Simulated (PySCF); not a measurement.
Isomers of C7H5N. Theory: PBE0-D3(BJ)/def2-SVP geometry optimisation, gas phase (PySCF 2.14.0). Energies are electronic, without zero-point or thermal terms, for one conformer each. No frequencies were run at this level. Point groups hold within 0.08 Å.

**Question.** Order them by energy at this level, lowest first, and give relative energies in kcal/mol.
A. `C#Cc1ccncc1` (4-ethynylpyridine)
B. `[CH:1]#[C:2]/[CH:3]=[C:4](/[C:5]#[N:6])[CH:7]=[CH2:8]` with C3–C4–C7–C8 180°
C. 3-ethynylpyridine (`C#CC1=CC=CN=C1`)

**Answer.** C (0.0), A (0.4), B (38.3).

As drawn, the lowest has an aromatic ring, which the highest lacks; the highest has a C≡N group and a C=C bond outside aromatic rings, which the lowest lacks. Neighbours under 2.5 kcal/mol apart (C#Cc1cccnc1 and C#Cc1ccncc1) can change places with a better method, another conformer or zero-point energy.

```json
{"SMILES": "C#Cc1cccnc1", "E (Eh)": "-323.81972", "E rel (kcal/mol)": "0.0", "dipole (D)": "1.97", "point group": "Cs", "A, B, C (MHz)": "5871, 1552, 1228"}
{"SMILES": "C#Cc1ccncc1", "E (Eh)": "-323.81909", "E rel (kcal/mol)": "0.4", "dipole (D)": "1.95", "point group": "C2v", "A, B, C (MHz)": "6040, 1525, 1217"}
{"SMILES": "C#C/C=C(/C#N)C=C", "E (Eh)": "-323.75863", "E rel (kcal/mol)": "38.3", "dipole (D)": "3.80", "point group": "Cs", "A, B, C (MHz)": "3689, 1365, 996.5"}
```

**Question.** As an exercise, what shares would exp(−E/RT) give at 298.15 K from these electronic energies alone (no entropy, no degeneracies)?

**Answer.** RT = 0.592 kcal/mol: C#Cc1cccnc1 66.1 %, C#Cc1ccncc1 33.9 %, C#C/C=C(/C#N)C=C under 0.1 %.
